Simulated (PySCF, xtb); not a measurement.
C2H7FOSi, SMILES CO[SiH](C)F.

GFN2-xTB (xtb 6.7.1) at its own geometry gives an orbital gap of 6.91 eV and a dipole moment of 3.34 D.

Geometry: B3LYP-D3(BJ)/def2-SVP. The structure was generated by enumeration, and PubChem lists no compound with its InChIKey, so it may never have been made. The values are those of a single conformer.

Task: What does PBE/def2-TZVP run with PySCF give? (The exact figures need the calculation; the answer reports its results.)

Result: gap 7.21 eV (levels -6.90 and 0.32 eV), dipole 1.23 D.
